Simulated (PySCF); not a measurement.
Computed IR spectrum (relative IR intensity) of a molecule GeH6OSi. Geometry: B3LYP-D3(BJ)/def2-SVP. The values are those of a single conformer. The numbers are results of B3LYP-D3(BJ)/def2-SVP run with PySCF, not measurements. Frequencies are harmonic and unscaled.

Lines under 2 % of the strongest are left out, and lines within 2 cm⁻¹ are merged.

```
ν (cm⁻¹)  relative intensity
--------  ------------------
508                      3.0
639                      4.4
648                      4.1
732                       15
744                       14
859                      100
870                       11
874                       11
954                       17
962                       17
1009                      54
1027                      35
2128                      39
2163                      22
2198                      36
2205                      21
2240                      25
```

Which structure fits?
(A) [OH][GeH2][SiH3]
(B) O[SiH2][GeH3]
(C) [SiH3][O][GeH3]

C, [SiH3][O][GeH3]
